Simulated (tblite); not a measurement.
Problem. What does the GFN2-xTB structure of `c1c[o+]ccc1[SiH3]` look like in three dimensions? (Charge +1.)

Solution. 
```
atom  x, y, z in Å
Si1    2.3390   -0.0563    0.1048
C2     0.4083    0.0041    0.0138
C3    -0.3192    1.1913    0.1699
C4    -1.6920    1.1656    0.0988
O5    -2.3545    0.0541   -0.1131
C6    -1.7158   -1.0824   -0.2599
C7    -0.3448   -1.1580   -0.2042
H8     2.5718   -0.7562    1.3649
H9     2.7095   -0.8242   -1.0790
H10    2.7589    1.3387    0.0896
H11    0.1882    2.1262    0.3442
H12   -2.3251    2.0383    0.2060
H13   -2.3682   -1.9307   -0.4278
H14    0.1433   -2.1111   -0.3302
```

Orientation and origin are arbitrary. Atoms count from 1 in this order. C4 (aromatic CH next to a ring oxygen) is planar (angles 124.3°, 121.9° and 113.8°, sum 360.0°, 0.00 Å off the plane of its three neighbours). The C–C distances run from 1.374 Å (C6–C7, aromatic) to 1.402 Å (C2–C7, aromatic), a spread of 0.028 Å. Si1 (SiH3 silicon) is distorted tetrahedral (angles from 102.4° to 115.0°). The 7 heavy atoms lie in one plane (0.002 Å rms).

Bonds between heavy atoms (Å): Si1–C2 1.934, C2–C3 1.401, C3–C4 1.375, C4–O5 1.311, O5–C6 1.312, C6–C7 1.374, C2–C7 1.402.

Structure optimised with GFN2-xTB, isolated species.

Its lowest GFN2-xTB frequency is 15i cm⁻¹, too small to tell a flat minimum from a shallow saddle.

The numbers are calculated, not measured.
